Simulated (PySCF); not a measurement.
## Spin-rotation constants: `C[S+](C)[C@@H](F)C#N`, [C$_{4}$H$_{7}$FNS]+, charge +1

Molfile (atoms numbered from 1):
```
C4H7FNS
     RDKit          3D

 14 13  0  0  0  0  0  0  0  0999 V2000
   -0.2009    1.5581   -0.2062 C   0  0  0  0  0  0  0  0  0  0  0  0
   -0.4378    0.0829    0.8072 S   0  0  0  0  0  0  0  0  0  0  0  0
   -1.6837   -0.7940   -0.1643 C   0  0  0  0  0  0  0  0  0  0  0  0
    1.0929   -0.8848    0.2663 C   0  0  1  0  0  0  0  0  0  0  0  0
    1.0545   -0.9680   -1.0798 F   0  0  0  0  0  0  0  0  0  0  0  0
    2.2703   -0.1803    0.7423 C   0  0  0  0  0  0  0  0  0  0  0  0
    3.1834    0.3968    1.1036 N   0  0  0  0  0  0  0  0  0  0  0  0
    0.6325    2.1261    0.2024 H   0  0  0  0  0  0  0  0  0  0  0  0
   -1.1060    2.1566   -0.1365 H   0  0  0  0  0  0  0  0  0  0  0  0
   -0.0056    1.2904   -1.2422 H   0  0  0  0  0  0  0  0  0  0  0  0
   -1.8654   -1.7612    0.2984 H   0  0  0  0  0  0  0  0  0  0  0  0
   -1.3615   -0.9196   -1.1954 H   0  0  0  0  0  0  0  0  0  0  0  0
   -2.5996   -0.2088   -0.1261 H   0  0  0  0  0  0  0  0  0  0  0  0
    1.0264   -1.8945    0.6933 H   0  0  0  0  0  0  0  0  0  0  0  0
  1  2  1  0
  2  3  1  0
  2  4  1  0
  4  5  1  0
  4  6  1  0
  6  7  3  0
  1  8  1  0
  1  9  1  0
  1 10  1  0
  3 11  1  0
  3 12  1  0
  3 13  1  0
  4 14  1  1
M  CHG  1   2   1
M  END
```

Computed, not measured: GIAO PBE0/pcSseg-1 magnetisability, rotational g tensor and spin-rotation constants, non-relativistic, gas phase in PySCF 2.14.0. Geometry: GFN2-xTB.

For an ion the centre-of-mass motion in the field is neglected.

(1) Give the nuclear spin-rotation constants along the inertial axes (H = +C I·J) beside the isotropic shieldings.

(2) How do the rotational constants and the g tensor change when H8, H9, H10, H11, H12, H13, H14 are replaced by deuterium?

## Answers

(1) Rotational constants 3.4966, 1.6055, 1.3900 GHz. A star marks the isotopologue with that one atom substituted, in its own axes.
```
atom  isotope  Caa (kHz)  Cbb (kHz)  Ccc (kHz)  mean (kHz)  σ (ppm)
  F5      19F      1.038      1.046      1.106       1.063    366.2
  N7      14N      0.328      0.317      0.352       0.332    -89.7
  H8       1H     -0.118     -0.130     -0.165      -0.138     28.2
  H9       1H     -0.149     -0.126     -0.167      -0.147     28.5
 H10       1H     -0.456     -0.100     -0.064      -0.206     28.4
 H11       1H     -0.399     -0.144     -0.052      -0.198     28.5
 H12       1H     -0.414     -0.120     -0.064      -0.199     28.4
 H13       1H     -0.094     -0.134     -0.184      -0.137     28.5
 H14       1H     -0.398     -0.093     -0.034      -0.175     25.4
  C1     13C*      0.530      0.258      0.177       0.322    160.9
  S2     33S*      0.963      0.524      0.480       0.655    368.5
  C3     13C*      0.508      0.228      0.224       0.320    158.9
  C4     13C*      0.925      0.384      0.302       0.537     97.8
  C6     13C*      0.364      0.495      0.577       0.478     76.7
```
For the geometry as given, no vibrational averaging.

(2) Constants 3.0313, 1.4587, 1.2637 GHz; g 0.0022, -0.0027, -0.0007, against 0.0024, -0.0010, -0.0014 before.
